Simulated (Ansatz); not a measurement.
C$_{3}$H$_{4}$ClFSi (`C#C[Si](C)(F)Cl`), relaxed with RKS PBE-D4/def2-SVP in Ansatz 0.2.0 from a rough embedded geometry. The force threshold is 0.03 eV/Å; the program also tests the step.

Total charge 0; spin multiplicity 1.

Start:

```xyz
10

C     2.632    0.481   -0.018
C     1.538    0.106    0.245
Si   -0.197   -0.449    0.592
C    -1.483    0.105   -0.738
F    -0.264   -2.047    0.667
Cl   -0.827    0.344    2.400
H     3.644    0.761   -0.157
H    -2.469   -0.240   -0.501
H    -1.440    1.228   -0.796
H    -1.133   -0.288   -1.693
```

```
step  energy (eV)  largest force (eV/Å)  largest move (Å)
   1  -26268.1855                 4.188             0.000
   2  -26268.4105                 0.877             0.086
   3  -26268.4381                 0.282             0.038
   4  -26268.4418                 0.133             0.014
   5  -26268.4432                 0.094             0.008
   6  -26268.4441                 0.029             0.024
```

End:

```xyz
10

C     2.627    0.460    0.008
C     1.475    0.117    0.259
Si   -0.240   -0.419    0.585
C    -1.429    0.120   -0.737
F    -0.237   -2.051    0.690
Cl   -0.818    0.308    2.435
H     3.644    0.765   -0.205
H    -2.455   -0.227   -0.502
H    -1.441    1.226   -0.815
H    -1.126   -0.299   -1.717
```

Run time 9.5 s (4 threads of an Arm Neoverse V1 on a shared host); peak host memory 0.16 GiB.
